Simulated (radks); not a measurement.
Results of a calculation; reference values are marked as such.
Polarisability of the lithium ion Li2+, 1s1, at imaginary frequency. Level of theory: scalar-relativistic Kohn-Sham, LDA (Slater exchange, Perdew-Wang correlation), spin-polarised, spherical densities, finite nucleus; open shells are filled with parallel spins first; Fermi nuclear charge, rms radius 2.444 fm (a radial shooting solver on a logarithmic mesh with Libxc functionals). Response by self-consistent Sternheimer equations with the Hartree and adiabatic LDA kernel, the relativistic mass of each level held fixed and spin-orbit coupling left out.

w (hartree),alpha1(iw) (bohr^3),alpha2(iw) (bohr^5)
0.00266,0.06139,0.02507
0.0143,0.06139,0.02507
0.0360,0.06138,0.02507
0.0697,0.06136,0.02506
0.118,0.06132,0.02505
0.186,0.06121,0.02503
0.280,0.06099,0.02497
0.413,0.06053,0.02486
0.605,0.05958,0.02463
0.892,0.05761,0.02413
1.35,0.05347,0.02305
2.12,0.04514,0.02067
3.59,0.03081,0.01578
6.94,0.01380,0.008248
17.5,0.002915,0.001963

Static values: alpha1 = 0.06139 bohr^3 (0.009097 angstrom^3; uncoupled 0.06116), alpha2 = 0.02507 bohr^5, alpha3 = 0.02637 bohr^7. C6 = 0.01025, C8 = 0.02380, triple-dipole C9 = 0.0004649 atomic units. One-pole (London) frequency 4 C6 / (3 alpha1^2) = 3.627 hartree, against 3.749 for minus the highest occupied eigenvalue.
